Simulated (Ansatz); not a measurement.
Calculated with Ansatz (gas phase, PBE0-D4/def2-TZVP geometries, no zero-point term in ΔE). CCSD(T)/CBS is the MP2 limit (def2-TZVPP, def2-QZVPP) plus CCSD(T) − MP2 in def2-TZVPP, frozen cores. This one scheme is used for every species. DFT in def2-TZVPP. HSE06 is defined as in plane-wave codes. For As outer-core shells are correlated without core-valence functions, which leaves a few kJ/mol of doubt a bond. Scalar relativity is left out up to krypton. Each species was taken in one conformer, which may not be the lowest.

Reaction (formal exchange of groups at the As–B bond): `B[AsH]N` + SiH₄ → `N[AsH][SiH3]` + BH₃

| level | ΔE (kJ/mol) |
| --- | --- |
| B97M-V | 7.3 |
| HSE06 | 4.3 |
| BHLYP | -0.4 |
| HF/CBS(def2) | -6.3 |

What does CCSD(T)/CBS give? (Estimate.)

Computed: +1.9 kJ/mol. The listed levels differ from it by 5.4, 2.4, -2.3, -8.2 kJ/mol.

Largest T1 diagnostic among the species: 0.014.

At CCSD(T), def2-SVP lies +5.3 kJ/mol from the extrapolated value and def2-TZVPP +1.7 kJ/mol. From PBE to PBE0 (25 % exact exchange), in def2-TZVPP and without D4, ΔE moves by −4.7 kJ/mol.
